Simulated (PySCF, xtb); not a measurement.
BHO, SMILES [B]O (connectivity only; charge and spin as stated), neutral, multiplicity 1.

GFN2-xTB (xtb) at its own geometry gives an orbital gap of 4.36 eV and a dipole moment of 4.19 D.

Coordinates come from a PBE0-D3(BJ)/def2-TZVPD optimisation. The geometry has at least one imaginary mode, so it is a saddle point at that level.

Q: What does r2SCAN/def2-TZVPD run with PySCF give? (The exact figures need the calculation; the answer reports its results.)

A: gap 5.22 eV (levels -5.91 and -0.69 eV), dipole 3.89 D.
